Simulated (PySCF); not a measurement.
A calculated (BP86, PySCF 2.14, x2c-SVPall, the spin-free X2C one-electron Hamiltonian (Gaussian nucleus)) atom or ion has these occupied shells.

| shell | electrons | orbital energy (eV) | rms radius, mean of both spins (bohr) |
| --- | --- | --- | --- |
| 1s α | 1 | -23027.9 | 0.0375 |
| 1s β | 1 | -23027.9 | 0.0375 |
| 2s α | 1 | -3357.9 | 0.154 |
| 2s β | 1 | -3357.4 | 0.154 |
| 2p α | 3 | -3014.1 | 0.136 |
| 2p β | 3 | -3013.8 | 0.136 |
| 3s α | 1 | -617.74 | 0.417 |
| 3s β | 1 | -617.48 | 0.417 |
| 3p α | 3 | -504.40 | 0.421 |
| 3p β | 3 | -504.11 | 0.421 |
| 3d α | 5 | -322.49 | 0.405 |
| 3d β | 5 | -322.05 | 0.405 |
| 4s α | 1 | -104.38 | 1.04 |
| 4s β | 1 | -102.21 | 1.04 |
| 4p α | 3 | -72.254 | 1.15 |
| 4p β | 3 | -69.965 | 1.15 |
| 4d α | 5 | -26.779 | 1.58 |
| 4d β | 2 | -25.060 | 1.58 |

Name the element and its charge.

Rh²⁺ (rhodium, charge +2), in [Kr] 4d7, high-spin 4F determinant.
